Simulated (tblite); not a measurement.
technetium atom (Tc), sextet (GFN-xTB shapes and energies of metal compounds can be far from the true ones); GFN1-xTB run with tblite.

tblite was given this input:
```
$ tblite run mol.xyz --method gfn1 --charge 0 --spin 5 --grad --json tblite.json --no-restart

# file mol.xyz
1

Tc     0.00000000     0.00000000     0.00000000
```

What does tblite print? Leave out banner, timings and long lists.


```
xTB calculator
 | screened Coulomb repulsion
 | Coulomb electrostatics
 |  * isotropic Klopman-Ohno-Mataga-Nishimoto electrostatics
 |  * onsite third-order electrostatics
 | DFT-D3(BJ) dispersion correction

halogen bonding energy    0.0000000000000E+00 Eh
repulsion energy          0.0000000000000E+00 Eh
dispersion energy         0.0000000000000E+00 Eh
number of electrons       7.0000000000000E+00 e
integral cutoff           3.9376726109289E+01 bohr

------------------------------------------------------------
  cycle        total energy    energy error   density error
------------------------------------------------------------
      1     -2.099619100735  -2.0996191E+00   8.2861209E-01
      2     -2.100859526497  -1.2404258E-03   5.9032887E-01
      3     -2.100287208479   5.7231802E-04   5.1676670E-01
      4     -2.099258284538   1.0289239E-03   1.2175602E+00
      5     -2.101214370455  -1.9560859E-03   2.3534697E-01
      6     -2.101338374003  -1.2400355E-04   1.4534738E-01
      7     -2.101405946181  -6.7572178E-05   6.7970116E-02
      8     -2.101422221653  -1.6275473E-05   2.2572451E-02
      9     -2.101424112459  -1.8908052E-06   6.3288325E-03
     10     -2.101424264566  -1.5210757E-07   1.4559656E-03
     11     -2.101424273041  -8.4744358E-09   9.4644849E-05
     12     -2.101424273077  -3.5952574E-11   1.3444471E-08
------------------------------------------------------------

electronic energy        -2.1014242730766E+00 Eh
total energy             -2.1014242730766E+00 Eh

Post processing:
 | Mayer-Wiberg bond orders

[Info] Tight-binding results written to 'tblite.txt'
[Info] JSON dump of results written to 'tblite.json'
```
